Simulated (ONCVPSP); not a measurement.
# PBEsol ONCV dataset for Be (Z = 4), scalar-relativistic all-electron reference.

```
Element                 : beryllium (Be)
Generator               : ONCVPSP 4.0.1
Type                    : optimised norm-conserving Vanderbilt (ONCV)
Functional              : PBEsol
Relativity              : scalar-relativistic
Frozen core             : [He]
Valence charge          : 2
Reference configuration : 2s2
Partial waves           : 2s: rc 1.95 bohr, ncon 4, nbas 9, qcut 3.2 1/bohr, 2 projectors, debl 2.3 Ha; p scattering state at 0.1 Ha: rc 2.00 bohr, ncon 4, nbas 9, qcut 4.1 1/bohr, 1 projector
Local potential         : polynomial inside 1.35 bohr (lpopt 5, dvloc0 4.5 Ha)
Core correction         : polynomial model core, fcfact 0.6
```

In the p channel the program set the typed energies aside and used 0.050 Ha.

- Cutoffs needed: 4.8 Ha and 29 Ha (the cutoffs (Ha) at which the residual kinetic energy of the hardest occupied pseudo-wave falls to 1 and 0.1 mHa per electron) The cutoffs count occupied waves only; projector 2 of the s channel, the hardest unoccupied one, needs 17 Ha at the loose tolerance.
- Ghost test: no bound ghost flagged; no localised positive-energy state flagged
- Largest excitation error: -10 meV (all-electron minus pseudo) for 2s0 2p2, out of 4 test configurations
- rms error of d²Exc/dni dnj: 1.24 mHa without and 0.09 mHa with the model core
